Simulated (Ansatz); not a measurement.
Gas-phase electronic energies from Ansatz, PBE0-D4/def2-TZVP geometries. CCSD(T)/CBS is the MP2 limit (def2-TZVPP, def2-QZVPP) plus CCSD(T) − MP2 in def2-TZVPP, frozen cores. Functionals use def2-TZVPP. B3LYP here is the variant with VWN-RPA as its local correlation; programs differ in this. One conformer a species, not always the lowest.

`N[Si]1(F)C[SiH2]1` → `FC1([SiH3])N[SiH2]1`  (isomerisation)

```
             level  ΔE (kJ/mol)  difference from CCSD(T)/CBS
         r2SCAN-D4        307.4                         -4.6
          B3LYP-D4        296.5                        -15.5
            r2SCAN        307.5                         -4.5
              PBE0        305.7                         -6.3
     HF/def2-TZVPP        306.2                         -5.8
SCS-MP2/def2-TZVPP        305.7                         -6.3
   CCSD/def2-TZVPP        309.7                         -2.3
    MP2/def2-QZVPP        319.1                          7.1
SCS-MP2/def2-QZVPP        309.3                         -2.7
    CCSD/CBS(def2)        314.4                          2.4
       CCSD(T)/CBS        312.0                            0
```

Largest T1 diagnostic among the species: 0.014.

From PBE to PBE0 (25 % exact exchange), in def2-TZVPP and without D4, ΔE moves by +12.0 kJ/mol.

CCSD(T)/CBS has its own doubt, a few kJ/mol and more with outer-core shells, so smaller differences from it don't rank the levels.
